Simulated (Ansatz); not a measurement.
System: SiPH6, charge 1, singlet. SiPH6+ (SMILES [SiH3][PH3+]).
B3LYP-D3(BJ)/def2-TZVP minimum from Ansatz (a first-principles code):
```
P
H 1 1.4013
H 1 1.4013 2 105.07
H 1 1.4013 2 105.07 3 -110.58
Si 1 2.3239 2 113.57 3 124.71
H 5 1.4697 1 102.11 2 60.00
H 5 1.4697 6 115.72 1 -109.97
H 5 1.4697 6 115.72 7 -140.06
```
Charge +1, spin multiplicity 1.

Total energies in cc-pV(T+d)Z, 14 correlated electrons, 10 frozen orbitals. UHF or UKS for unpaired electrons; spin-orbit terms are left out. Cores are frozen in correlated methods. No relativity.

```
method    program  energy (Eh)  minus CCSDT(Q) (mEh)
--------  -------  -----------  --------------------
HF         Ansatz   -632.94830                341.71
MP2        Ansatz   -633.22842                 61.58
CCSD       Ansatz   -633.27800                 12.01
CCSD(T)    Ansatz   -633.28820                  1.80
CCSDT(Q)   Ansatz   -633.29000                  0.00
```

Rough core times of Ansatz's runs on a shared machine: CCSD(T) under 20 s, CCSDT(Q) 60 min.
